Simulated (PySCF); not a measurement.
CH3BrF2Sn, singlet, at a GFN2-xTB geometry (such geometries of metal compounds can be far from the true shape) (all electrons, no relativity); CASSCF(6,4)/STO-3G (PySCF).

Input for PySCF:
```python
from pyscf import gto, scf, mcscf
import numpy

mol = gto.M(
    atom='''
C    -2.59647989    0.09260316    0.31061592
Sn   -0.40197705    0.36777014    0.22588605
F     0.25838551    0.68441167    2.07713863
F    -0.02540493    2.08239567   -0.71275836
Br    1.20797391   -1.25782909   -0.75461244
H    -2.77535931   -0.90675477    0.68716205
H    -2.96379961    0.22730512   -0.69903374
H    -2.95902093    0.85807595    0.98588691
''',
    basis='sto-3g',
    verbose=4,
)

mf = scf.RHF(mol)
mf.kernel()
mc = mcscf.CASSCF(mf, 4, 6)
mc.fix_spin_(ss=0.0)
mc.kernel()
occ = numpy.linalg.eigvalsh(mc.fcisolver.make_rdm1(mc.ci, mc.ncas, mc.nelecas))[::-1]
ss = mc.fcisolver.spin_square(mc.ci, mc.ncas, mc.nelecas)[0]
print('natural occupations', occ.round(4), ' <S^2>', round(ss, 4))
```

The log (banner, timings and long lists left out):

```
PySCF version 2.14.0

[INPUT] verbose = 4
[INPUT] num. atoms = 8
[INPUT] num. electrons = 112
[INPUT] charge = 0
[INPUT] spin (= nelec alpha-beta = 2S) = 0
[INPUT] symmetry False subgroup None
[INPUT] Mole.unit = angstrom
[INPUT] Symbol           X                Y                Z      unit          X                Y                Z       unit  Magmom
[...]
nuclear repulsion = 892.330459672065
number of shells = 31
number of NR pGTOs = 189
number of NR cGTOs = 63
basis = sto-3g
ecp = {}

******** <class 'pyscf.scf.hf.RHF'> ********
method = RHF
initial guess = minao
damping factor = 0
level_shift factor = 0
DIIS = <class 'pyscf.scf.diis.CDIIS'>
diis_start_cycle = 1
diis_space = 8
diis_damp = 0
SCF conv_tol = 1e-09
SCF conv_tol_grad = None
SCF max_cycles = 50
direct_scf = True
direct_scf_tol = 1e-13
Set gradient conv threshold to 3.16228e-05
Initial guess from minao.
init E= -8722.02877829822
[...]
cycle= 1 E= -8743.08314358036  delta_E= -21.1  |g|= 0.529  |ddm|= 3.19
[...]
cycle= 2 E= -8743.25466705622  delta_E= -0.172  |g|= 0.199  |ddm|= 1.37
[...]
cycle= 3 E= -8743.27133345971  delta_E= -0.0167  |g|= 0.0493  |ddm|= 0.34
[...]
cycle= 4 E= -8743.27377928918  delta_E= -0.00245  |g|= 0.013  |ddm|= 0.164
[...]
cycle= 5 E= -8743.27394744572  delta_E= -0.000168  |g|= 0.00223  |ddm|= 0.0493
[...]
cycle= 6 E= -8743.27395211119  delta_E= -4.67e-06  |g|= 0.000626  |ddm|= 0.0073
[...]
cycle= 7 E= -8743.27395254594  delta_E= -4.35e-07  |g|= 0.000223  |ddm|= 0.00221
[...]
cycle= 8 E= -8743.27395261673  delta_E= -7.08e-08  |g|= 5.16e-05  |ddm|= 0.00106
[...]
cycle= 9 E= -8743.27395262018  delta_E= -3.45e-09  |g|= 8.25e-06  |ddm|= 0.000252
[...]
cycle= 10 E= -8743.27395262024  delta_E= -5.82e-11  |g|= 1.47e-06  |ddm|= 4.04e-05
[...]
Extra cycle  E= -8743.27395262027  delta_E= -3.64e-11  |g|= 6.68e-07  |ddm|= 5.15e-06
converged SCF energy = -8743.27395262027

******** <class 'pyscf.mcscf.mc1step.CASSCF'> ********
CAS (3e+3e, 4o), ncore = 53, nvir = 6
max_cycle_macro = 50
max_cycle_micro = 4
conv_tol = 1e-07
conv_tol_grad = None
orbital rotation max_stepsize = 0.02
orbital rotation threshold for CI restart = 0.01
augmented hessian ah_max_cycle = 30
augmented hessian ah_conv_tol = 1e-12
augmented hessian ah_linear dependence = 1e-14
augmented hessian ah_level shift = 1e-08
augmented hessian ah_start_tol = 2.5
augmented hessian ah_start_cycle = 3
augmented hessian ah_grad_trust_region = 3
kf_trust_region = 3
kf_interval = 4
ci_response_space = 4
ci_grad_trust_region = 3
with_dep4 0
natorb = False
canonicalization = True
sorting_mo_energy = False
ao2mo_level = 2
internal_rotation = False
******** <class 'pyscf.fci.addons.SpinPenaltyFCISolver'> ********
max. cycles = 50
conv_tol = 1e-08
davidson only = True
linear dependence = 1e-12
level shift = 0.001
max iter space = 12
nroots = 1
pspace_size = 400
spin = None
CASCI E = -8743.27748801216  S^2 = 0.0000000
Set conv_tol_grad to 0.000316228
macro iter   1 ( 21 JK    4 micro), CASSCF E = -8743.27995654777  dE = -2.46853561e-03  S^2 = 0.0000000
               |grad[o]|=0.00953  |grad[c]|=0.014  |ddm|=0.00657  |maxRot[o]|=0.199
macro iter   2 ( 21 JK    4 micro), CASSCF E = -8743.28093540698  dE = -9.78859209e-04  S^2 = 0.0000000
               |grad[o]|=0.00707  |grad[c]|=0.0102  |ddm|=0.00979  |maxRot[o]|=0.218
macro iter   3 ( 17 JK    4 micro), CASSCF E = -8743.28144107356  dE = -5.05666585e-04  S^2 = 0.0000000
               |grad[o]|=0.00445  |grad[c]|=0.014  |ddm|=0.00566  |maxRot[o]|=0.116
macro iter   4 ( 17 JK    4 micro), CASSCF E = -8743.28159189361  dE = -1.50820049e-04  S^2 = 0.0000000
               |grad[o]|=0.00275  |grad[c]|=0.0237  |ddm|=0.033  |maxRot[o]|=0.154
macro iter   5 ( 17 JK    4 micro), CASSCF E = -8743.28168796983  dE = -9.60762245e-05  S^2 = 0.0000000
               |grad[o]|=0.00228  |grad[c]|=0.00422  |ddm|=0.016  |maxRot[o]|=0.108
macro iter   6 ( 17 JK    4 micro), CASSCF E = -8743.28170789198  dE = -1.99221413e-05  S^2 = 0.0000000
               |grad[o]|=0.00204  |grad[c]|=0.00725  |ddm|=0.00149  |maxRot[o]|=0.0438
macro iter   7 ( 21 JK    4 micro), CASSCF E = -8743.28169755829  dE =  1.03336879e-05  S^2 = 0.0000000
               |grad[o]|=0.00179  |grad[c]|=0.0013  |ddm|=0.000792  |maxRot[o]|=  0.1
macro iter   8 ( 21 JK    4 micro), CASSCF E = -8743.28174785292  dE = -5.02946314e-05  S^2 = 0.0000000
               |grad[o]|=0.00162  |grad[c]|=0.00137  |ddm|=0.000979  |maxRot[o]|=0.0651
macro iter   9 ( 17 JK    4 micro), CASSCF E = -8743.28175702664  dE = -9.17371835e-06  S^2 = 0.0000000
               |grad[o]|=0.00145  |grad[c]|=0.00272  |ddm|=0.00174  |maxRot[o]|=0.034
macro iter  10 (  7 JK    2 micro), CASSCF E = -8743.28177842089  dE = -2.13942549e-05  S^2 = 0.0000000
               |grad[o]|=0.00131  |grad[c]|=0.000511  |ddm|=0.000345  |maxRot[o]|=0.0289
macro iter  11 (  7 JK    2 micro), CASSCF E = -8743.28180988640  dE = -3.14655026e-05  S^2 = 0.0000000
               |grad[o]|=0.00122  |grad[c]|=0.00164  |ddm|=0.000722  |maxRot[o]|=0.0476
macro iter  12 ( 17 JK    4 micro), CASSCF E = -8743.28179953945  dE =  1.03469483e-05  S^2 = 0.0000000
               |grad[o]|=0.00107  |grad[c]|=0.00475  |ddm|=0.00348  |maxRot[o]|=0.0419
macro iter  13 ( 21 JK    4 micro), CASSCF E = -8743.28181156151  dE = -1.20220629e-05  S^2 = 0.0000000
               |grad[o]|=0.000964  |grad[c]|=0.000522  |ddm|=6.24e-05  |maxRot[o]|=0.023
macro iter  14 ( 12 JK    3 micro), CASSCF E = -8743.28183273437  dE = -2.11728566e-05  S^2 = 0.0000000
               |grad[o]|=0.000934  |grad[c]|=0.000957  |ddm|=0.000204  |maxRot[o]|=0.0551
macro iter  15 ( 17 JK    4 micro), CASSCF E = -8743.28182122831  dE =  1.15060520e-05  S^2 = 0.0000000
               |grad[o]|=0.000872  |grad[c]|=0.00466  |ddm|=0.00217  |maxRot[o]|=0.0379
macro iter  16 ( 21 JK    4 micro), CASSCF E = -8743.28183924282  dE = -1.80145034e-05  S^2 = 0.0000000
               |grad[o]|=0.000866  |grad[c]|=0.000158  |ddm|=7.44e-05  |maxRot[o]|=0.0348
[...]
macro iter  18 ( 21 JK    4 micro), CASSCF E = -8743.28179855215  dE =  4.76185724e-05  S^2 = 0.0000000
               |grad[o]|=0.000758  |grad[c]|=0.0021  |ddm|=0.000842  |maxRot[o]|=0.0543
macro iter  19 ( 21 JK    4 micro), CASSCF E = -8743.28181795630  dE = -1.94041568e-05  S^2 = 0.0000000
               |grad[o]|=0.000848  |grad[c]|=0.000116  |ddm|=5.14e-05  |maxRot[o]|=0.0317
macro iter  20 ( 17 JK    4 micro), CASSCF E = -8743.28182611857  dE = -8.16226566e-06  S^2 = 0.0000000
               |grad[o]|=0.00082  |grad[c]|=0.000642  |ddm|=0.000821  |maxRot[o]|=0.0385
macro iter  21 ( 17 JK    4 micro), CASSCF E = -8743.28183093521  dE = -4.81663847e-06  S^2 = 0.0000000
               |grad[o]|=0.000779  |grad[c]|=0.00662  |ddm|=0.003  |maxRot[o]|=0.0798
macro iter  22 ( 17 JK    4 micro), CASSCF E = -8743.28185484490  dE = -2.39096880e-05  S^2 = 0.0000000
               |grad[o]|=0.000722  |grad[c]|=0.00266  |ddm|=0.00271  |maxRot[o]|=0.0427
macro iter  23 ( 21 JK    4 micro), CASSCF E = -8743.28183254448  dE =  2.23004117e-05  S^2 = 0.0000000
               |grad[o]|=0.000774  |grad[c]|=0.00228  |ddm|=0.00149  |maxRot[o]|=0.111
macro iter  24 ( 21 JK    4 micro), CASSCF E = -8743.28186172129  dE = -2.91768029e-05  S^2 = 0.0000000
               |grad[o]|=0.000845  |grad[c]|=0.000822  |ddm|=0.000356  |maxRot[o]|=0.0834
macro iter  25 ( 12 JK    3 micro), CASSCF E = -8743.28189066165  dE = -2.89403652e-05  S^2 = 0.0000000
               |grad[o]|=0.000776  |grad[c]|=0.000365  |ddm|=0.000409  |maxRot[o]|=0.0647
macro iter  26 ( 12 JK    3 micro), CASSCF E = -8743.28190143735  dE = -1.07756932e-05  S^2 = 0.0000000
               |grad[o]|=0.000727  |grad[c]|=0.0041  |ddm|=0.00117  |maxRot[o]|=0.0504
macro iter  27 (  7 JK    2 micro), CASSCF E = -8743.28193997533  dE = -3.85379808e-05  S^2 = 0.0000000
               |grad[o]|=0.000693  |grad[c]|=0.00017  |ddm|=0.000563  |maxRot[o]|=0.0594
macro iter  28 (  7 JK    2 micro), CASSCF E = -8743.28198007909  dE = -4.01037651e-05  S^2 = 0.0000000
               |grad[o]|=0.000646  |grad[c]|=0.000361  |ddm|=0.000943  |maxRot[o]|=0.0645
macro iter  29 (  7 JK    2 micro), CASSCF E = -8743.28202222489  dE = -4.21457953e-05  S^2 = 0.0000000
               |grad[o]|=0.000608  |grad[c]|=0.00059  |ddm|=0.00114  |maxRot[o]|=0.0671
macro iter  30 (  7 JK    2 micro), CASSCF E = -8743.28206615216  dE = -4.39272717e-05  S^2 = 0.0000000
               |grad[o]|=0.000571  |grad[c]|=0.000746  |ddm|=0.00133  |maxRot[o]|=0.0685
macro iter  31 (  7 JK    2 micro), CASSCF E = -8743.28211131446  dE = -4.51622982e-05  S^2 = 0.0000000
               |grad[o]|=0.000531  |grad[c]|=0.00101  |ddm|=0.00156  |maxRot[o]|=0.0692
macro iter  32 (  7 JK    2 micro), CASSCF E = -8743.28215752687  dE = -4.62124171e-05  S^2 = 0.0000000
               |grad[o]|=0.000486  |grad[c]|=0.0014  |ddm|=0.00168  |maxRot[o]|=0.0648
macro iter  33 (  7 JK    2 micro), CASSCF E = -8743.28218903616  dE = -3.15092839e-05  S^2 = 0.0000000
               |grad[o]|=0.00043  |grad[c]|=0.00272  |ddm|=0.000798  |maxRot[o]|=0.0697
macro iter  34 (  7 JK    2 micro), CASSCF E = -8743.28221438909  dE = -2.53529306e-05  S^2 = 0.0000000
               |grad[o]|=0.000382  |grad[c]|=0.00296  |ddm|=0.00146  |maxRot[o]|=0.0684
macro iter  35 (  7 JK    2 micro), CASSCF E = -8743.28223710757  dE = -2.27184773e-05  S^2 = 0.0000000
               |grad[o]|=0.000352  |grad[c]|=0.00151  |ddm|=0.00238  |maxRot[o]|=0.0698
macro iter  36 (  7 JK    2 micro), CASSCF E = -8743.28225855925  dE = -2.14516895e-05  S^2 = 0.0000000
               |grad[o]|=0.000331  |grad[c]|=0.000374  |ddm|=0.00306  |maxRot[o]|=0.0698
macro iter  37 (  7 JK    2 micro), CASSCF E = -8743.28227895022  dE = -2.03909603e-05  S^2 = 0.0000000
               |grad[o]|=0.000313  |grad[c]|=0.000537  |ddm|=0.00345  |maxRot[o]|=0.0698
macro iter  38 (  7 JK    2 micro), CASSCF E = -8743.28229831908  dE = -1.93688647e-05  S^2 = 0.0000000
               |grad[o]|=0.000293  |grad[c]|=0.000814  |ddm|=0.00365  |maxRot[o]|=0.0699
macro iter  39 (  7 JK    2 micro), CASSCF E = -8743.28231614694  dE = -1.78278606e-05  S^2 = 0.0000000
               |grad[o]|=0.000268  |grad[c]|=0.000693  |ddm|=0.00364  |maxRot[o]|=0.0699
macro iter  40 (  7 JK    2 micro), CASSCF E = -8743.28233183658  dE = -1.56896403e-05  S^2 = 0.0000000
               |grad[o]|=0.000236  |grad[c]|=0.000297  |ddm|=0.00345  |maxRot[o]|=0.0699
macro iter  41 (  7 JK    2 micro), CASSCF E = -8743.28234481929  dE = -1.29827076e-05  S^2 = 0.0000000
               |grad[o]|=0.000198  |grad[c]|=0.000719  |ddm|=0.00313  |maxRot[o]|=0.0699
macro iter  42 (  7 JK    2 micro), CASSCF E = -8743.28235464081  dE = -9.82152233e-06  S^2 = 0.0000000
               |grad[o]|=0.000156  |grad[c]|=0.0016  |ddm|=0.00272  |maxRot[o]|=0.0699
macro iter  43 (  7 JK    2 micro), CASSCF E = -8743.28236095104  dE = -6.31023249e-06  S^2 = 0.0000000
               |grad[o]|=0.000115  |grad[c]|=0.0025  |ddm|=0.00222  |maxRot[o]|=0.0699
macro iter  44 (  5 JK    1 micro), CASSCF E = -8743.28236335319  dE = -2.40214831e-06  S^2 = 0.0000000
               |grad[o]|=7.64e-05  |grad[c]|=0.00241  |ddm|=0.00124  |maxRot[o]|=0.0599
macro iter  45 (  3 JK    1 micro), CASSCF E = -8743.28236351667  dE = -1.63478035e-07  S^2 = 0.0000000
               |grad[o]|=4.16e-05  |grad[c]|=0.000249  |ddm|=0.000135  |maxRot[o]|=0.0177
macro iter  46 (  1 JK    1 micro), CASSCF E = -8743.28236351679  dE = -1.23691279e-10  S^2 = 0.0000000
               |grad[o]|=1.61e-05  |grad[c]|=1.22e-05  |ddm|=8.83e-06  |maxRot[o]|=    0
1-step CASSCF converged in  46 macro (579 JK 134 micro) steps
CASSCF canonicalization
Density matrix diagonal elements [1.98274312 1.99939737 1.99907102 0.01878848]
CASSCF energy = -8743.28236351679
CASCI E = -8743.28236351679  E(CI) = -7.22777068440155  S^2 = 0.0000000
natural occupations [1.9996 1.999  1.9829 0.0185]  <S^2> 0.0
```
